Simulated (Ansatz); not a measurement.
C2H9NSSi can be A, `NC(S)C[SiH3]`, or B, `CNCS[SiH3]`.

Program: Ansatz. Geometries: PBE0-D4/def2-TZVP. ΔE: electronic, gas phase. CCSD(T)/CBS is the MP2 limit (def2-TZVPP, def2-QZVPP) plus CCSD(T) − MP2 in def2-TZVPP, frozen cores. DFT in def2-TZVPP. B3LYP here is the variant with VWN-RPA as its local correlation; programs differ in this. Each species was taken in one conformer, which may not be the lowest.

Question: Which isomer does CCSD(T)/CBS put lower? Give the gap. (An estimate is asked.)

Answer: Ansatz gave: B, by 29.7 kJ/mol.

Question: Give E(B) − E(A) in kJ/mol with B2PLYP, HF/def2-TZVPP, PBE0-D4, PBE-D4, B3LYP-D4, CCSD(T)/def2-TZVPP, MP2/def2-TZVPP. (An estimate is asked.)

Answer: The calculation gave: B2PLYP -37.4, HF/def2-TZVPP -41.9, PBE0-D4 -36.7, PBE-D4 -39.3, B3LYP-D4 -38.6, CCSD(T)/def2-TZVPP -28.2, MP2/def2-TZVPP -28.5. None reverses the order clearly.

Largest T1 diagnostic: 0.011.

The D4 term adds +4.0 kJ/mol with B3LYP and +2.1 kJ/mol with PBE0; it sums over pairs of atoms, weighted by their polarisabilities, and B3LYP, whose exchange is more repulsive, gets the larger term. In def2-TZVPP, CCSD(T) changes the Hartree–Fock value by +13.7 kJ/mol (the triples alone add +0.1 kJ/mol) and MP2 by +13.4 kJ/mol.
